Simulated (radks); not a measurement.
Spherical quantum dot in the effective-mass picture: electrons in a parabolic well V = omega^2 r^2 / 2 with omega = 1.86, all in effective atomic units (hartree* = m*/eps^2 hartree, bohr* = eps/m* bohr), one dielectric constant everywhere. Calculated with a radial shooting solver with Libxc functionals: non-relativistic Kohn-Sham, r2SCAN, spin-polarised, spherical densities, generalised Kohn-Sham scheme. Levels are named by radial order and angular momentum (1s, 1p, 1d, 2s, ...), and open shells are averaged over m. Results are scaled to m* = 0.48 and eps = 17.5, for which hartree* = 42.65 meV and bohr* = 1.929 nm.

N = 22, configuration 1s2 1p6 1d10 2s2 1f(up 2, down 0). This is the lowest configuration that the search found. Occupied and some empty levels:

level    occupation  eigenvalue (meV)  <r> (nm)
1s up             1            702.61     2.256
1s down           1            703.19     2.235
1p up             3            744.15     2.832
1p down           3            745.63     2.814
1d up             5            791.00     3.238
1d down           5            793.22     3.227
2s up             1            800.51     2.820
2s down           1            802.26     2.831
1f up             2            842.63     3.562
1f down           0            845.38     3.557
2p up             0            857.31     3.186
2p down           0            858.98     3.191
1g up             0            898.35     3.842
1g down           0            901.54     3.839
2d up             0            916.16     3.532
2d down           0            918.24     3.526

Energy (meV): total 11411.4, kinetic 1726.4, external 4389.6, Hartree 5893.0, exchange-correlation -597.54.

Electron density:

r (nm)  n(r) (e/nm^3)
0.127          0.1359
0.446          0.1285
0.765          0.1161
1.08           0.1035
1.40          0.09498
1.72          0.09212
2.04          0.09315
2.36          0.09407
2.68          0.09083
3.00          0.08125
3.32          0.06585
3.63          0.04787
3.95          0.03101
4.27          0.01774
4.59         0.008994
4.91         0.004022
5.23         0.001580
5.55        0.0005507
5.87        0.0001699
6.19       0.00004647
